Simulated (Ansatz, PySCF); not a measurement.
Ansatz (a program for electronic structure) was given this input:
Ansatz 0.2 input:
```yaml
crystal:
  periodic: [false, false, false]
  atoms:
    - {symbol: Sb, position_ang: [0.37750143, -0.02033636, 0.45805429]}
    - {symbol: Cl, position_ang: [0.77066814, 0.35397311, -1.77453146]}
    - {symbol: Cl, position_ang: [-1.90317243, -0.29296404, 0.40036859]}
basis:
  gaussian:
    orbitals: def2-SVP
hamiltonian:
  xc: blyp
total_charge: 1
accuracy: high
```

Task: Give the equivalent PySCF input.

Result: One answer among several that fit: 
```python
from pyscf import gto, scf, dft

mol = gto.M(
    atom='''
Sb    0.37750143   -0.02033636    0.45805429
Cl    0.77066814    0.35397311   -1.77453146
Cl   -1.90317243   -0.29296404    0.40036859
''',
    basis='def2-svp',
    ecp={'Sb': 'def2-svp'},
    charge=1,
    verbose=4,
)

mf = dft.RKS(mol)
mf.xc = 'blyp'
mf.grids.atom_grid = (99, 590)
mf.grids.prune = None
mf.kernel()
```

Both were run: Ansatz gave -1160.075301 Eh and PySCF -1160.075300 Eh, 0.001 mEh apart.
